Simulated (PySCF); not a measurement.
SiI4.
Cartesian coordinates in Å at the PBE0-D3(BJ)/def2-SVP level; atoms count from 1:
```
atom  x, y, z in Å
Si1    0.017   -0.022   -0.013
I2     0.022   -0.047    2.425
I3     2.313   -0.042   -0.840
I4    -1.113    1.991   -0.799
I5    -1.164   -1.991   -0.836
```

Computed, not measured: TDDFT wB97X-D/def2-SVPD, vertical, gas phase, core orbitals frozen in the response, def2 core potentials past Kr (PySCF 2.14.0, density-fitted response routines). Spin–orbit coupling is left out.

Frontier orbitals with the atoms that hold most of them (Löwdin shares over 4%, at most four atoms; ? is withheld):

```tsv
orbital	ε (eV)	atoms
LUMO+2	0.55	Si1 34%, I4 25%, I5 17%, I3 14%
LUMO+1	0.55	Si1 34%, I2 20%, I5 20%, I4 13%
LUMO	-1.20	?
HOMO	-9.43	I2 36%, I5 34%, I4 30%
HOMO-1	-9.43	I3 37%, I4 32%, I5 29%
HOMO-2	-9.43	I2 37%, I3 37%, I4 14%, I5 12%
HOMO-3	-10.08	I3 26%, I4 26%, I5 20%, I2 19%
```

Q: Give the leading atoms of the LUMO.

A: Si1 (bonded to 4 I) 21%; I3 (bonded to Si) 20%; I4 (bonded to Si) 20%; I2 (bonded to Si) 20%. By element: iodine 60% or more, silicon 21%.

Within 0.005 eV of a neighbour in this list lie HOMO-2/HOMO-1/HOMO and LUMO+1/LUMO+2 (point group found: Td); within a degenerate set the shares of single atoms can hang on how the components are chosen.

Q: The HOMO–LUMO gap is 8.23 eV. Where does the response calculation put the lowest singlet, and from which orbitals?

A: S1 is at 4.12 eV (f = 0.0000), 4.11 eV below the gap, made of HOMO-2/HOMO-1/HOMO→LUMO (≥90%). S1/S2/S3 lie within about 0.01 eV of each other. 

Next come S2 at 4.12 eV (f 0.0000), HOMO-2/HOMO-1/HOMO→LUMO (≥90%); S3 at 4.12 eV (f 0.0000), HOMO-2/HOMO-1/HOMO→LUMO (≥94%); S4 at 4.81 eV (f 0.049), HOMO-3→LUMO (86%); S5 at 4.81 eV (f 0.049), HOMO-4→LUMO (87%).

Orbitals of the list HOMO-3 to LUMO+2 that lie within 0.01 eV of each other are written together with a slash and their weights summed (≥ marks a lower bound); for degenerate orbitals outside that list single weights are arbitrary.

Löwdin shares depend on the basis, the more so with diffuse functions.

On Intel Xeon at 2.50 GHz, one thread, no GPU, shared host with 64 logical CPUs at a one-minute load of 59, this took 3.3 min (with the writing of density and orbital grids) and 0.84 GiB of memory at its peak.
